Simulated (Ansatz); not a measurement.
C2H7BO2Si, SMILES `OC1COB1[SiH3]`, relaxed with RKS PBE-D4/def2-SVP in Ansatz from a rough embedded geometry. The force threshold is 0.03 eV/Å; the program also tests the step.

Total charge 0; spin multiplicity 1.

Start:

```xyz
13

O    -1.984   -0.251   -0.830
C    -0.651   -0.576   -0.596
C    -0.598   -1.670    0.349
O    -0.033   -0.967    1.384
B     0.003    0.328    0.529
Si    1.384    1.719    0.383
H    -1.896    0.509   -1.531
H     0.006   -0.754   -1.513
H    -1.546   -2.099    0.678
H     0.159   -2.476    0.088
H     2.515    1.388    1.271
H     1.839    1.793   -0.992
H     0.804    3.054    0.779
```

(1) By how much does the energy fall, and how many steps does the optimiser take? (Estimate.)

(2) Which bonds change most? (An estimate is asked.)

(3) Give the relaxed structure. (Estimate.)

Answers

(1) Computed: 32.40 kcal/mol, in 16 steps, 2 of them rejected.

(2) The calculation gave: O4–B5 from 1.552 to 1.376 Å; C2–C3 from 1.447 to 1.545 Å; C3–O4 from 1.373 to 1.471 Å; O1–H7 from 1.038 to 0.975 Å.

(3) Computed: 
```xyz
13

O    -1.999   -0.100   -0.791
C    -0.699   -0.669   -0.723
C    -0.586   -1.774    0.351
O     0.455   -1.067    1.113
B     0.395    0.006    0.253
Si    1.404    1.755    0.409
H    -1.897    0.811   -1.122
H    -0.328   -1.016   -1.720
H    -1.507   -1.886    0.959
H    -0.214   -2.769    0.025
H     2.190    1.898    1.687
H     2.354    1.902   -0.758
H     0.432    2.910    0.316
```
